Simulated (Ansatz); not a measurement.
Wavefunction ladder for FGaH5NSSi (`[NH2][Ga]([SH])[SiH2]F`)

```xyz
10

N    -1.704   -0.359   -0.732
Ga   -0.315    0.349    0.191
S    -0.731    2.108    1.465
Si    1.897   -0.579    0.047
F     1.871   -1.824   -0.974
H    -2.647   -0.013   -0.713
H    -1.603   -1.157   -1.337
H    -2.039    2.157    1.161
H     2.889    0.402   -0.467
H     2.382   -1.085    1.358
```

Charge 0, multiplicity 1. Correlated methods include outer-core shells of Ga, which these sets cover unevenly. Scalar relativity is left out up to krypton. All single points use the PBE0-D4/def2-TZVP geometry. It is one conformer, not always the lowest. Frozen core, restricted reference, Ansatz 0.2.0.

```csv
basis,HF (Eh),MP2 corr.,CCSD corr.,(T),CCSD(T) total
def2-SVP,-2766.04377,-0.79410,-0.83056,-0.02226,-2766.89659
def2-TZVPP,-2766.73848,-0.98783,-1.02424,-0.03953,-2767.80225
def2-QZVPP,-2766.80673,-1.30140,–,–,–
```
